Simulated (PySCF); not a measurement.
# Fractional electron number in Dy⁺ (dysprosium, charge +1)

The 6s alpha orbital of [Xe] 4f10 6s1 is emptied in steps (occupation f), with all orbitals relaxed, ending at [Xe] 4f10. Computed with PySCF 2.14 in def2-SVP with the def2 core potential (28 electrons) (10s6p4d3f1g, 78 functions), with scalar relativity through the core potential. The exact energy is a straight line in f; departures are measured from the line between the end points of the same method.

```tsv
f	UHF (eV)
1	0.000
0.8	0.005
0.6	0.008
0.4	0.008
0.2	0.005
0	0.000
```

**Question.** For UHF, how does the orbital energy at f = 1 compare with the removal energy?

**Answer.** −ε = 10.780 eV against a total-energy difference of 10.746 eV. By Janak's theorem ε = ∂E/∂f, so the gap between them reflects the curvature. Along the path −ε is 10.766 (f = 0.8), 10.752 (f = 0.6), 10.740 (f = 0.4), 10.727 (f = 0.2) eV.

Reference removal energy between the ground levels: 11.647 ± 0.02 eV (semi-empirical (NIST evaluation); NIST Atomic Spectra Database, ionization energies). The calculation has no spin-orbit coupling. UHF lacks correlation.
